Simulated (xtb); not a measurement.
xtb input (GFN1-xTB):

```bash
xtb mol.xyz --gfn 1 --sp --chrg 0 --uhf 0
```
mol.xyz:
```
2

Rb    -0.00000000    -0.00000000    -0.90239267
Cl     0.00000000     0.00000000     1.96403109
```

End of the output:

```
         :::::::::::::::::::::::::::::::::::::::::::::::::::::
         ::                     SUMMARY                     ::
         :::::::::::::::::::::::::::::::::::::::::::::::::::::
         :: total energy              -4.611784691039 Eh    ::
         :: gradient norm              0.014698393890 Eh/a0 ::
         :: HOMO-LUMO gap              2.276909917732 eV    ::
         ::.................................................::
         :: SCC energy                -4.613383515656 Eh    ::
         :: -> electrostatic           0.034353820013 Eh    ::
         :: repulsion energy           0.001844439063 Eh    ::
         :: dispersion energy         -0.000245614447 Eh    ::
         :: halogen bond corr.         0.000000000000 Eh    ::
         :: add. restraining           0.000000000000 Eh    ::
         :: total charge               0.000000000000 e     ::
         :::::::::::::::::::::::::::::::::::::::::::::::::::::

           -------------------------------------------------
          |                Property Printout                |
           -------------------------------------------------

    * Orbital Energies and Occupations

         #    Occupation            Energy/Eh            Energy/eV
      -------------------------------------------------------------
         1        2.0000           -0.8153002             -22.1854
         2        2.0000           -0.4197804             -11.4228
         3        2.0000           -0.4197804             -11.4228
         4        2.0000           -0.4165012             -11.3336 (HOMO)
         5                         -0.3328263              -9.0567 (LUMO)
         6                         -0.2090718              -5.6891
         7                         -0.2090718              -5.6891
         8                         -0.0873059              -2.3757
         9                          0.0568560               1.5471
        10                          0.0568560               1.5471
        11                          0.0574564               1.5635
        12                          0.0580643               1.5800
        13                          0.0580643               1.5800
      -------------------------------------------------------------
                  HL-Gap            0.0836749 Eh            2.2769 eV
             Fermi-level           -0.3746637 Eh          -10.1951 eV

  Mulliken/CM5 charges         n(s)   n(p)   n(d)
     1Rb    0.67206  0.78017   0.007  0.321  0.000
     2Cl   -0.67206 -0.78017   1.889  5.783 -0.000

Wiberg/Mayer (AO) data.
largest (>0.10) Wiberg bond orders for each atom

 ---------------------------------------------------------------------------
     #   Z sym  total        # sym  WBO       # sym  WBO       # sym  WBO
 ---------------------------------------------------------------------------
Note: The following floating-point exceptions are signalling: IEEE_DENORMAL
normal termination of xtb
     1  37 Rb   0.618 --     2 Cl   0.618
     2  17 Cl   0.618 --     1 Rb   0.618
 ---------------------------------------------------------------------------

Topologies differ in total number of bonds
Writing topology from bond orders to xtbtopo.mol

 dipole moment from electron density (au)
     X       Y       Z
  -0.0000  -0.0000  -4.4348  total (Debye):   11.272

           -------------------------------------------------
          | TOTAL ENERGY               -4.611784691039 Eh   |
          | GRADIENT NORM               0.014698393890 Eh/α |
          | HOMO-LUMO GAP               2.276909917732 eV   |
           -------------------------------------------------

------------------------------------------------------------------------
------------------------------------------------------------------------
 total:
 SCF:
```
